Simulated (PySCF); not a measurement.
Vinylidene fluoride, SMILES C=C(F)F, B3LYP/def2-SVP optimised geometry.

```
6

C     -0.77     0.00     0.00
C      0.55     0.00     0.00
F      1.31     1.08     0.00
F      1.31    -1.08     0.00
H     -1.31    -0.95     0.00
H     -1.31     0.95     0.00
```

Density from B3LYP/def2-TZVP (PySCF 2.14.0) at that geometry.

Minimum of the electron density along straight lines between bonded atoms, close to the bond critical point (lines longer than 1.1 times the sum of covalent radii, or with two minima, are not listed):

```csv
bond,length / Å,ρ at the minimum / e bohr⁻³,∇²ρ there / e bohr⁻⁵,position (fraction from the first atom)
C1–C2,1.326,?,-1.11,0.43
C2–F3,1.318,0.289,-0.18,0.34
C2–F4,1.319,0.289,-0.18,0.34
C1–H5,1.089,0.279,-0.97,0.65
C1–H6,1.089,0.279,-0.97,0.65
```

Task: Complete the blanks.

Result: 
- C1–C2, ρ at the minimum / e bohr⁻³: 0.354
